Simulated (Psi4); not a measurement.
CH5Si, doublet, geometry from GFN2-xTB; PBE0/STO-3G (Psi4 1.11).

Input for Psi4:
```
memory 2 GB

molecule {
0 2
C    -1.19243168   -0.16784419    0.12828578
Si    0.66435470    0.08504505   -0.14296576
H    -1.77784666    0.57243506   -0.41016203
H    -1.51335466   -1.15062903   -0.20606812
H    -1.44525161   -0.08155527    1.18441817
H     1.11180308    1.43180120    0.19041623
H     1.47827415   -0.95561745    0.47320178
}

set {
  basis sto-3g
  reference uks
  diis_max_vecs 3
}

energy('pbe0')
print_variables()
```

### Question
Predict the main parts of the log of this Psi4 run.

### Answer

```
   => Loading Basis Set <=

    Name: STO-3G
    Role: ORBITAL
    Keyword: BASIS

         ---------------------------------------------------------
                                   SCF
               by Justin Turney, Rob Parrish, Andy Simmonett
                          and Daniel G. A. Smith
                              UKS Reference
         ---------------------------------------------------------

  ==> Geometry <==

    Molecular point group: c1
    Full point group: C1

    Geometry (in Angstrom), charge = 0, multiplicity = 2:

       Center              X                  Y                   Z               Mass
    ------------   -----------------  -----------------  -----------------  -----------------
         C           -1.239398289380    -0.171846472149     0.155362082934    12.000000000000
         SI           0.617388090620     0.081042767851    -0.115889457066    27.976926534650
         H           -1.824813269380     0.568432777851    -0.383085727066     1.007825032230
         H           -1.560321269380    -1.154631312149    -0.178991817066     1.007825032230
         H           -1.492218219380    -0.085557552149     1.211494472934     1.007825032230
         H            1.064836470620     1.427798917851     0.217492532934     1.007825032230
         H            1.431307540620    -0.959619732149     0.500278082934     1.007825032230

  Running in c1 symmetry.

  Rotational constants: A =      2.53318  B =      0.38622  C =      0.36601 [cm^-1]
  Rotational constants: A =  75942.68194  B =  11578.51023  C =  10972.60462 [MHz]
  Nuclear repulsion =   55.633456135370814

  Charge       = 0
  Multiplicity = 2
  Electrons    = 25
  Nalpha       = 13
  Nbeta        = 12

  ==> Algorithm <==

  SCF Algorithm Type is DF.
  DIIS enabled.
  MOM disabled.
  Fractional occupation disabled.
  Guess Type is SAD.
  Energy threshold   = 1.00e-06
  Density threshold  = 1.00e-06
  Integral threshold = 1.00e-12

  ==> Primary Basis <==

  Basis Set: STO-3G
    Blend: STO-3G
    Number of shells: 13
    Number of basis functions: 19
    Number of Cartesian functions: 19
    Spherical Harmonics?: true
    Max angular momentum: 1

  ==> DFT Potential <==

   => LibXC <=

    Version 7.1.2
    S. Lehtola, C. Steigemann, M. J. T. Oliveira, and M. A. L. Marques,  SoftwareX 7, 1–5 (2018) (10.1016/j.softx.2017.11.002)

   => Composite Functional: PBE0 <=

    PBE0 Hyb-GGA Exchange-Correlation Functional

    C. Adamo and V. Barone,  J. Chem. Phys. 110, 6158 (1999) (10.1063/1.478522)
    M. Ernzerhof and G. E. Scuseria,  J. Chem. Phys. 110, 5029 (1999) (10.1063/1.478401)

    Deriv               =              1
    GGA                 =           TRUE
    Meta                =          FALSE

    Exchange Hybrid     =           TRUE
    MP2 Hybrid          =          FALSE

   => Exchange Functionals <=

    0.7500   Perdew, Burke & Ernzerhof

   => Exact (HF) Exchange <=

    0.2500               HF

   => Correlation Functionals <=

    1.0000   Perdew, Burke & Ernzerhof

   => LibXC Density Thresholds  <==

    XC_HYB_GGA_XC_PBEH:  1.00E-15

   => Molecular Quadrature <=

    Radial Scheme          =       TREUTLER
    Pruning Scheme         =           NONE
    Nuclear Scheme         =       TREUTLER

    Blocking Scheme        =         OCTREE
    BS radius alpha        =              1
    Pruning alpha          =              1
    Radial Points          =             75
    Spherical Points       =            302
    Total Points           =         150354
    Total Blocks           =           1205
    Max Points             =            256
    Max Functions          =             19
    Weights Tolerance      =       1.00E-15

   => Loading Basis Set <=

    Name: (STO-3G AUX)
    Role: JKFIT
    Keyword: DF_BASIS_SCF

  ==> Integral Setup <==

  SCF_SUBTYPE=INCORE selected. In-core MEM_DF algorithm will be used.
  Using in-core AOs.

  ==> MemDFJK: Density-Fitted J/K Matrices <==

    J tasked:                   Yes
    K tasked:                   Yes
    wK tasked:                   No
    Algorithm:                 Core
    Schwarz Cutoff:           1E-12
    Mask sparsity (%):       0.5540
    Fitting Condition:        1E-10

   => Auxiliary Basis Set <=

  Basis Set: (STO-3G AUX)
    Blend: DEF2-UNIVERSAL-JKFIT
    Number of shells: 93
    Number of basis functions: 293
    Number of Cartesian functions: 344
    Spherical Harmonics?: true
    Max angular momentum: 4

  Minimum eigenvalue in the overlap matrix is 2.3130478122E-01.
  Reciprocal condition number of the overlap matrix is 1.0094645721E-01.
    Using symmetric orthogonalization.

  ==> Pre-Iterations <==

  SCF Guess: Superposition of Atomic Densities via on-the-fly atomic UHF (no occupation information).

   -------------------------
    Irrep   Nso     Nmo
   -------------------------
     A         19      19
   -------------------------
    Total      19      19
   -------------------------

  ==> Iterations <==

                           Total Energy        Delta E     RMS |[F,P]|

   @DF-UKS iter SAD:  -325.08341497153231   -3.25083e+02   0.00000e+00
   @DF-UKS iter   1:  -326.53400156870299   -1.45059e+00   5.06407e-03 ADIIS/DIIS
   @DF-UKS iter   2:  -326.53978059902812   -5.77903e-03   2.79474e-03 ADIIS/DIIS
   @DF-UKS iter   3:  -326.54185831079269   -2.07771e-03   4.96998e-04 ADIIS/DIIS
   @DF-UKS iter   4:  -326.54192115184509   -6.28411e-05   1.50836e-04 ADIIS/DIIS
   @DF-UKS iter   5:  -326.54193025026740   -9.09842e-06   4.59585e-05 DIIS
   @DF-UKS iter   6:  -326.54193188952593   -1.63926e-06   1.61282e-05 DIIS
   @DF-UKS iter   7:  -326.54193199119112   -1.01665e-07   9.97451e-06 DIIS
   @DF-UKS iter   8:  -326.54193201765401   -2.64629e-08   4.03016e-06 DIIS
   @DF-UKS iter   9:  -326.54193202102374   -3.36973e-09   1.42527e-06 DIIS
   @DF-UKS iter  10:  -326.54193202188679   -8.63054e-10   4.42453e-07 DIIS
  Energy and wave function converged.

  ==> Post-Iterations <==

   Electrons on quadrature grid:
      Nalpha   =   13.0000036507 ; deviation = 3.651e-06
      Nbeta    =   12.0000033427 ; deviation = 3.343e-06
      Ntotal   =   25.0000069934 ; deviation = 6.993e-06

   @Spin Contamination Metric:   1.150400623E-03
   @S^2 Expected:                7.500000000E-01
   @S^2 Observed:                7.511504006E-01
   @S   Expected:                5.000000000E-01
   @S   Observed:                5.000000000E-01

    Orbital Energies [Eh]
    ---------------------

    Alpha Occupied:

       1A    -65.421235     2A     -9.998043     3A     -5.087693
       4A     -3.368245     5A     -3.362668     6A     -3.362453
       7A     -0.667267     8A     -0.472098     9A     -0.370656
      10A     -0.367594    11A     -0.286804    12A     -0.269913
      13A     -0.101520

    Alpha Virtual:

      14A      0.306682    15A      0.374099    16A      0.380415
      17A      0.497584    18A      0.518782    19A      0.533247

    Beta Occupied:

       1A    -65.415526     2A     -9.998002     3A     -5.078604
       4A     -3.357607     5A     -3.357365     6A     -3.345629
       7A     -0.663942     8A     -0.443661     9A     -0.369116
      10A     -0.362457    11A     -0.278372    12A     -0.261733

    Beta Virtual:

      13A      0.076105    14A      0.324655    15A      0.398315
      16A      0.399822    17A      0.501872    18A      0.524971
      19A      0.534568

    Final Occupation by Irrep:
              A
    DOCC [    12 ]
    SOCC [     1 ]
    NA   [    13 ]
    NB   [    12 ]

  @DF-UKS Final Energy:  -326.54193202188679

   => Energetics <=

    Nuclear Repulsion Energy =             55.6334561353708139
    One-Electron Energy =                -563.1831715637397338
    Two-Electron Energy =                 202.2837724521288294
    DFT Exchange-Correlation Energy =     -21.2759890456466607
    Empirical Dispersion Energy =           0.0000000000000000
    VV10 Nonlocal Energy =                  0.0000000000000000
    Total Energy =                       -326.5419320218867938

  UHF NO Occupations:
  HONO-2 :   11  A 1.9998280
  HONO-1 :   12  A 1.9997754
  HONO-0 :   13  A 1.0000000
  LUNO+0 :   14  A 0.0002246
  LUNO+1 :   15  A 0.0001720
  LUNO+2 :   16  A 0.0001599
  LUNO+3 :   17  A 0.0000187

Computation Completed

Properties will be evaluated at   0.000000,   0.000000,   0.000000 [a0]

Properties computed using the SCF density matrix

 Multipole Moments:

 ------------------------------------------------------------------------------------
     Multipole            Electronic (a.u.)      Nuclear  (a.u.)        Total (a.u.)
 ------------------------------------------------------------------------------------

 L = 1.  Multiply by 2.5417464519 to convert [e a0] to [Debye]
 Dipole X            :          2.2092887           -2.2188507           -0.0095619
 Dipole Y            :          0.1759799           -0.1890803           -0.0131004
 Dipole Z            :         -1.3773789            1.2791701           -0.0982089
 Magnitude           :                                                    0.0995391

 ------------------------------------------------------------------------------------

  Variable Map:
  ----------------------------------------------------------------------------
  "CURRENT ENERGY"              =>    -326.541932021887
  "CURRENT REFERENCE ENERGY"    =>    -326.541932021887
  "DD SOLVATION ENERGY"         =>       0.000000000000
  "DFT FUNCTIONAL TOTAL ENERGY" =>    -326.541932021887
  "DFT TOTAL ENERGY"            =>    -326.541932021887
  "DFT VV10 ENERGY"             =>       0.000000000000
  "DFT XC ENERGY"               =>     -21.275989045647
  "GRID ELECTRONS ALPHA"        =>      13.000003650692
  "GRID ELECTRONS BETA"         =>      12.000003342661
  "GRID ELECTRONS TOTAL"        =>      25.000006993352
  "NUCLEAR REPULSION ENERGY"    =>      55.633456135371
  "ONE-ELECTRON ENERGY"         =>    -563.183171563740
  "PCM POLARIZATION ENERGY"     =>       0.000000000000
  "PE ENERGY"                   =>       0.000000000000
  "SCF ITERATION ENERGY"        =>    -326.541932021887
  "SCF ITERATIONS"              =>      10.000000000000
  "SCF TOTAL ENERGY"            =>    -326.541932021887
  "TWO-ELECTRON ENERGY"         =>     202.283772452129
  "XC GRID RADIAL POINTS"       =>      75.000000000000
  "XC GRID SPHERICAL POINTS"    =>     302.000000000000
  "XC GRID TOTAL POINTS"        =>  150354.000000000000

  Array Variable Map:
  ----------------------------------------------------------------------------
  "CURRENT DIPOLE"              =>      -0.009561942849 ... -0.098208891301 1 by 3
  "SCF DIPOLE"                  =>      -0.009561942849 ... -0.098208891301 1 by 3
  "SCF TOTAL ENERGIES"          =>    -325.083414971532 ... -326.541932021887 1 by 11
```
